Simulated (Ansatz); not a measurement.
Gas-phase electronic energies from Ansatz, PBE0-D4/def2-TZVP geometries. CCSD(T)/CBS is the MP2 limit (def2-TZVPP, def2-QZVPP) plus CCSD(T) − MP2 in def2-TZVPP, frozen cores. This one scheme is used for every species. Each species was taken in one conformer, which may not be the lowest.

`O=CC(F)S` + `BN` → `BNC(F)S` + `C=O`  (substitution at a C–C bond)

```csv
species,CCSD(T)/CBS(def2) energy (Eh)
`O=CC(F)S`,-650.61329
`BN`,-81.93499
`BNC(F)S`,-618.14040
`C=O`,-114.39408
```

(1) Work out ΔE.

Largest T1 diagnostic among the species: 0.015.

Answers

(1) ΔE = (-618.14040) + (-114.39408) − (-650.61329) − (-81.93499) = 0.01380 Eh = +36.2 kJ/mol.
